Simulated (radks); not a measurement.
Spherical jellium clusters: N electrons in a uniform positive sphere of charge N and radius rs N^(1/3), rs = 3.25 bohr. Calculated with a radial shooting solver with Libxc functionals: non-relativistic Kohn-Sham, PBE, spin-polarised, spherical densities. Levels are named by radial order and angular momentum (1s, 1p, 1d, 2s, ...), and open shells are averaged over m.

N = 2, configuration 1s2. This is the lowest configuration that the search found. Occupied and some empty levels:

level,occupation,eigenvalue (eV),<r> (bohr)
1s,2,-3.7536,3.524
1p,0,-1.0787,5.614

Energy (eV): total -3.28546, kinetic 4.1884, external -29.651, Hartree 13.993, exchange-correlation -7.7644, background 15.949.
